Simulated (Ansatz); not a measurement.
CH₇GaO (`C[OH+][GaH3-]`). The species carries charge 0 and has multiplicity 1. Correlated methods include outer-core shells of Ga, which these sets cover unevenly. Scalar relativity is left out up to krypton.

Cartesian coordinates in Å:
```
C -0.847 0.727 0.875
O -0.609 0.266 -0.456
Ga 1.254 -0.745 -0.810
H -1.784 1.284 0.917
H -0.864 -0.106 1.581
H -0.020 1.390 1.122
H -1.334 -0.298 -0.743
H 1.144 -1.750 0.409
H 2.197 0.506 -0.653
H 0.863 -1.272 -2.244
```

Task: Give the diagnostics of a CCSD(T)/def2-TZVPP run (frozen core, the Gaussian-basis code of Ansatz). (An estimate is asked.)

Result: The calculation gave: T1 = 0.0119, largest single amplitude 0.010, largest double 0.019, (T) share of the correlation energy 3.3 %, 8 CCSD cycles. The RHF solution is stable towards an unrestricted one. T1 lies under the customary mark of 0.02 for closed shells.
